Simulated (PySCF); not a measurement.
# Functional dependence of a UV spectrum

Compound: CH₇FP₂Si.
SMILES: `FC[SiH](P)P`

Linear-response calculations in the def2-SVPD basis (PySCF; singlets by full response, triplets Tamm–Dancoff, core orbitals frozen in the response; HF means time-dependent Hartree–Fock). 'Strongest' is the level of largest summed f among the singlets computed (10 roots, of which the last may lack a degenerate partner); it can jump between rows when another state enters that window. S1 is the lowest singlet of each run and needn't be the same state throughout; f(S1) is that of one state. Isolated species at its PBE0-D3(BJ)/def2-SVP geometry (one conformer only).

```csv
functional,kind,S1 (eV),f(S1),strongest (eV),T1 (eV),HOMO (eV),gap (eV),"ionisation energy, ΔSCF (eV)"
LDA,LDA,5.54,0.010,6.23,5.12,-6.47,5.33,9.08
PBE,GGA,5.61,0.015,6.33,5.06,-6.38,5.41,8.95
B3LYP,"global hybrid, 20% exact exchange",6.04,0.029,6.75,5.29,-7.24,6.85,9.22
BHandHLYP,"global hybrid, 50% exact exchange",6.47,0.039,7.10,5.50,-8.40,8.98,9.37
CAM-B3LYP,range-separated hybrid,6.36,0.032,6.95,5.46,-8.69,9.41,9.46
wB97X-D,range-separated hybrid,6.40,0.036,7.04,5.58,-9.25,10.73,9.47
LC-wPBE,range-separated hybrid,6.61,0.028,7.36,5.56,-10.02,11.84,9.70
HF,Hartree–Fock,6.84,0.028,7.67,5.52,-9.88,12.24,not settled
```

What does PBE0 (global hybrid, 25% exact exchange) give?

S1 (eV) 6.17, f(S1) 0.037, strongest (eV) 7.22, T1 (eV) 5.31, HOMO (eV) -7.46, gap (eV) 7.28, ionisation energy, ΔSCF (eV) 9.26. S1 runs from 5.54 eV (LDA) to 6.84 eV (HF), a spread of 1.30 eV, while the orbital gap spreads over 6.9 eV. Along PBE (0%), B3LYP (20%), PBE0 (25%), BHandHLYP (50%), HF (100%) S1 rises with the share of exact exchange. −ε(HOMO) comes closest to its own ΔSCF ionisation energy with wB97X-D (-0.22 eV) and misses most with LDA (-2.61 eV). 'Not settled' means that the ion's SCF failed to converge or may have ended in another state than the lowest.

Without π bonds the low states are Rydberg-like; a valence basis with one diffuse set may place them up to an eV too high.
